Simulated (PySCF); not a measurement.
## From a computed spectrum to the compound

A species of 5 atoms with charge 1 has these harmonic modes (PBE0, small Gaussian bases with core potentials, PySCF 2.14.0):

```csv
cm⁻¹,km/mol,symmetry
141,0.9,a1
437,216.2,b2
519,186.9,a1
547,0.0,a2
565,441.4,b1
673,189.7,b2
703,78.4,a1
3928,420.3,b2
3933,311.3,a1
```

(1) Which species is it, and in which structure?

## Answers

(1) [Sm(OH)2]+ (singlet in the valence; each metal's 4f electrons, 5 of them, lie in its core potential, out of spins and levels):
```xyz
5

Sm    0.0000    0.0000   -0.2152
O     1.6438   -0.0340    0.9187
H     2.2866   -0.0473    1.6358
O    -1.6438    0.0340    0.9187
H    -2.2866    0.0473    1.6358
```
Ideal gas at 298.15 K and 1 bar: S = 311.3 J/(mol K), Cp = 68.7 J/(mol K), H − H(0 K) = 14.5 kJ/mol (rigid rotor, harmonic modes, spin degeneracy alone, that of the 4f electrons in the core included). An lcecp potential fixes the number of 4f electrons, so in runs with it no electron can move into or out of that shell.
 This is one of several that fit.
